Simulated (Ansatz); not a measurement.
Two isomers of CH7ClSiSn: A = `[SiH3][SnH2][CH2]Cl`, B = `C[SiH](Cl)[SnH3]`.

Computed with Ansatz on PBE0-D4/def2-TZVP structures; ΔE is electronic, products minus reactants. CBS: MP2 limit from def2 TZ/QZ plus the TZ coupled-cluster correction, frozen cores. Functionals use def2-TZVPP. B3LYP here is the variant with VWN-RPA as its local correlation; programs differ in this. def2 core potentials past Kr. For Sn outer-core shells are correlated without core-valence functions, which leaves a few kJ/mol of doubt a bond. One conformer a species, not always the lowest.

(1) Which is lower in electronic energy at CCSD(T)/CBS, and by how much? (Estimate.)

(2) Give E(B) − E(A) in kcal/mol with CCSD/def2-TZVPP, B2PLYP, r2SCAN-D4, CCSD(T)/def2-TZVPP, B3LYP, MP2/def2-TZVPP, PBE-D4. (An estimate is asked.)

Largest T1 diagnostic: 0.012.

Answers

(1) Ansatz gave: B, by 43.8 kcal/mol.

(2) The calculation gave: CCSD/def2-TZVPP -44.2, B2PLYP -44.6, r2SCAN-D4 -46.2, CCSD(T)/def2-TZVPP -43.7, B3LYP -44.3, MP2/def2-TZVPP -44.9, PBE-D4 -43.8. None reverses the order clearly.

From PBE to PBE0 (25 % exact exchange), in def2-TZVPP and without D4, E(B) − E(A) moves by −1.5 kcal/mol. In def2-TZVPP, CCSD(T) changes the Hartree–Fock value by +2.5 kcal/mol (the triples alone add +0.5 kcal/mol) and MP2 by +1.3 kcal/mol.
